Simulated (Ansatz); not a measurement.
Diatomic AsP, closed-shell singlet (the spin of the measured ground state). No spin–orbit coupling. As is treated without relativity.

Seven points along R, fitted to fifth degree in 1/R; most abundant isotopes. Runs in def2 and cc sets follow the lowest solution found near the PBE0 minimum. The singlet is held restricted.

Run with Ansatz (a program for electronic structure). 

Energies at SVWN5/def2-TZVPP:

| R (Å) | E (hartree) |
|---|---|
| 1.848548 | -2572.69829548 |
| 1.898240 | -2572.70747199 |
| 1.943957 | -2572.71206302 |
| 1.995637 | -2572.71364611 |
| 2.047317 | -2572.71215448 |
| 2.106947 | -2572.70745027 |
| 2.176516 | -2572.69893847 |

With a reduced mass of 21.9141 u, find the minimum, the force constant and the constants.

A fifth-degree polynomial in 1/R puts the minimum at r_e = 1.9944 Å with force constant 503 N/m. Then ω_e = (1/2πc)√(k/μ) = 624 cm⁻¹ and B_e = h/(8π²cμr_e²) = 0.1934 cm⁻¹; the cubic and quartic terms give α_e = 0.00071 and ω_e x_e = 1.6 cm⁻¹.
